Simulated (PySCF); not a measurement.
Br2In, charge +1. Atoms are numbered in the order given.

```xyz
3

In     0.0000     0.0000     0.0000
Br     0.0000     0.0000    -2.3957
Br     0.0000     0.0000     2.3957
```
Charge +1, spin multiplicity 1.

Coordinates come from a B3LYP-D3(BJ)/def2-SVP optimisation. The spin state was assumed, not searched. The isomer is the one that the SMILES or the coordinates give; other isomers of the formula were not compared. The def2 effective core potentials stand for the cores of In; spin–orbit coupling is left out.

These are ωB97X/def2-TZVPD (PySCF) values and carry that method's errors.

Isolated molecule, no solvent.

**Question.** Estimate the frontier levels, gap, dipole moment and polarisability. (The exact figures need the calculation; the answer reports its results.)

**Answer.** 
```yaml
highest_occupied_level: -16.43 eV
lowest_empty_level: -7.18 eV
orbital_gap: 9.25 eV
dipole_moment_about_the_centre_of_nuclear_charge: 0.00 D
mean_static_polarisability: 71.8 bohr³ (10.65 Å³)
polarisability_principal_values: 49.3, 49.3, 116.9 bohr³
```
